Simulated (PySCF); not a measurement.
**Pr⁵⁸⁺: ionisation energy**

Pr⁵⁸⁺ 1s1 [1s1/2^1, M_J = 1/2] → Pr⁵⁹⁺ (bare nucleus), as a difference of total energies. Calculation: PySCF 2.14, in an uncontracted even-tempered set (15 s from 160 bohr⁻², ratio 2.4; 11 p from 210 bohr⁻², ratio 2.4; 3 d from 630 bohr⁻², ratio 2.6; 3 f from 940 bohr⁻², ratio 2.6); the two-component X2C-1e Hamiltonian. "Screened" scales the spin-orbit matrix elements by Boettger's factors to mimic the two-electron term; Breit and QED terms are absent.

```
                   method  ionisation energy (eV)
GHF (screened spin-orbit)                 49781.1
    GHF (bare spin-orbit)                 49781.1
```

For one electron Hartree-Fock is exact for this Hamiltonian up to the basis; QED and nuclear recoil make up the gap, and the density functionals add self-interaction.

For comparison: 49722.4 eV (theoretical estimate listed by NIST; NIST Atomic Spectra Database, ionization energies).
